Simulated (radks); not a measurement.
Values are calculated unless marked as measured or tabulated.
Q: Neutral calcium, configuration [Ar] 4s2. Code: a radial shooting solver on a logarithmic mesh with Libxc functionals. Model: Dirac Kohn-Sham, LDA (Slater exchange, Perdew-Wang correlation), spin-unpolarised, spherical densities, finite nucleus; Fermi nuclear charge, rms radius 3.4776 fm. Some entries of the table are withheld. Estimate them.

orbital,occ.,eigenvalue (Ry),<r^2> (bohr^2)
1s1/2,2,-289.3954,0.007977
2s1/2,2,-30.35786,0.1582
2p1/2,2,-24.76580,(1)
2p3/2,4,-24.49557,(2)
3s1/2,2,(3),(4)
3p1/2,2,-2.07572,1.903
3p3/2,4,-2.04712,1.928
4s1/2,2,-0.28401,18.15
3d3/2,0,-0.15764,7.532
3d5/2,0,-0.15637,7.587
4p1/2,0,(5),32.99
4p3/2,0,(6),33.34

A: 
(1) 2p1/2 <r^2> (bohr^2): 0.1322
(2) 2p3/2 <r^2> (bohr^2): 0.1341
(3) 3s1/2 eigenvalue (Ry): -3.44171
(4) 3s1/2 <r^2> (bohr^2): 1.551
(5) 4p1/2 eigenvalue (Ry): -0.10669
(6) 4p3/2 eigenvalue (Ry): -0.10530
